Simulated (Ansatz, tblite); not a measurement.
Forces on Al10⁻ (relaxed from a model of Al10 tetrahedron, whose bonding it doesn't keep) at its PBE-D4/def2-SVP geometry. The state is a doublet with charge -1.

The xTB rows come from tblite. At r2SCAN-D4/def2-SVP the charge -1 doublet is spin-contaminated (final ⟨S²⟩ up to 0.90, 0.75 for a pure state).

GFN1-xTB (tblite), largest force 1.12 eV/Å:

```xyz
10
positions Å, forces eV/Å
Al    2.910    1.177    1.132   -0.138   -0.334    0.010
Al    2.140   -1.271    0.331    0.790   -0.413    0.265
Al    0.158   -2.296    1.639    0.232   -0.686    0.672
Al    1.466    0.831   -1.177    0.567    0.628   -0.371
Al   -0.343   -1.162   -0.950    0.236   -0.707   -0.817
Al   -0.934    0.853   -2.501   -0.591    0.166   -0.717
Al   -0.095    0.426    1.174    0.025    0.567    0.967
Al   -2.267   -1.562    1.081   -0.475   -0.496    0.346
Al   -0.541    2.452   -0.392    0.053    0.796   -0.159
Al   -2.495    0.552   -0.339   -0.699    0.479   -0.196
```

GFN2-xTB (tblite), largest force 1.04 eV/Å:

```
Al -0.869 -0.297 -0.483
Al -0.341 0.567 -0.115
Al -0.205 0.306 -0.500
Al -0.146 0.004 0.355
Al 0.034 -0.795 0.163
Al 0.179 0.127 0.558
Al 0.287 -0.162 0.541
Al 0.528 0.120 0.046
Al -0.144 -0.402 -0.240
Al 0.677 0.533 -0.324
```

r2SCAN-D4/def2-SVP (Ansatz), largest force 0.21 eV/Å:

```
Al -0.115 -0.100 -0.132
Al -0.142 0.140 0.074
Al -0.066 0.115 -0.126
Al -0.056 -0.008 0.133
Al -0.053 0.085 0.103
Al 0.038 -0.012 0.199
Al 0.073 -0.063 -0.138
Al 0.145 0.061 -0.073
Al 0.008 -0.129 -0.044
Al 0.168 -0.089 0.004
```
